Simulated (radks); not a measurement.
Values are calculated unless marked as measured or tabulated.
Problem. Radial electron density D(r) = 4 pi r^2 rho(r) of an atom or ion with 49 electrons. Code: a radial shooting solver on a logarithmic mesh with Libxc functionals. Model: non-relativistic Kohn-Sham, r2SCAN, spin-unpolarised, spherical densities, point nucleus; meta-GGA in the generalised Kohn-Sham scheme.

r (bohr),D(r) (e/bohr)
0.001686,3.313
0.001963,4.358
0.002267,5.625
0.002639,7.323
0.003048,9.346
0.003548,12.00
0.004131,15.28
0.00477,19.02
0.005553,23.69
0.006414,28.81
0.007466,34.87
0.008623,41.10
0.01004,47.90
0.01159,54.18
0.0135,60.11
0.01571,64.73
0.01815,67.40
0.02112,68.09
0.0244,66.84
0.0284,64.14
0.0328,61.43
0.03818,60.03
0.0441,61.49
0.05134,66.66
0.05976,74.80
0.06902,83.00
0.08035,88.81
0.0928,89.03
0.108,83.23
0.1248,74.63
0.1452,67.27
0.1677,65.85
0.1953,70.28
0.2273,75.45
0.2625,74.35
0.3056,63.52
0.353,47.38
0.4109,32.14
0.4746,25.35
0.5525,26.19
0.6381,29.30
0.7428,29.15
0.8647,24.02
0.9987,16.97
1.163,10.41
1.343,6.414
1.563,4.148
1.805,2.883
2.102,1.819
2.427,0.9841
2.825,0.3983
3.289,0.1181
3.799,0.02709
4.422,0.003934
5.107,0.0004253

What is the nuclear charge?

Solution. Z = 54. The innermost maximum, from 1s, lies near 1/Z = 0.0185 bohr (found: 0.0205), and its height grows with Z. The density is that of the xenon ion Xe5+ in [Kr] 4d10 5s2 5p1; the configuration itself is not fixed sharply by these data, and Z only to a few units. D(r) has 4 maxima, at r = 0.0205, 0.0870, 0.240, 0.686 bohr, and minima at 0.0385, 0.161, 0.498 bohr, inside which lie 2.01, 11.36, 28.92 electrons.
